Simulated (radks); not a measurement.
Ionisation of neutral chromium, [Ar] 3d5 4s1, to [Ar] 3d5 as the strength of local exchange is varied. Method: Dirac Kohn-Sham, Slater X-alpha exchange (alpha = 2/3 is LDA exchange), no correlation, spin-unpolarised, spherical densities, point nucleus; open shells are shared between the two j in proportion to 2j + 1; computed with a radial shooting solver on a logarithmic mesh with Libxc functionals.

alpha	E(Cr) (hartree)	exchange (hartree)	IE (eV)	-e of the level emptied (eV)	<r> of it (bohr)
0.579	-1040.67105	-38.41667	5.949	3.087 (4s1/2)	3.549
0.667	-1046.52713	-44.51714	6.281	3.376 (4s1/2)	3.486
0.685	-1047.72921	-45.77336	6.351	3.439 (4s1/2)	3.473
0.822	-1056.92554	-55.42738	6.905	3.951 (4s1/2)	3.367
0.852	-1058.95042	-57.56317	7.031	4.070 (4s1/2)	3.343
0.982	-1067.77075	-66.90784	7.594	4.617 (4s1/2)	3.241
0.985	-1067.97517	-67.12519	7.607	4.630 (4s1/2)	3.239

NIST Atomic Spectra Database: 6.767 eV (measured). The Delta-SCF value meets it near alpha = 0.79. Spin polarisation and multiplet splitting are left out, so open shells lie too high by an amount that depends on their filling.

Beside tabulated values, note that spin-unpolarised runs miss the spin-polarisation part of the exchange energy of open shells.
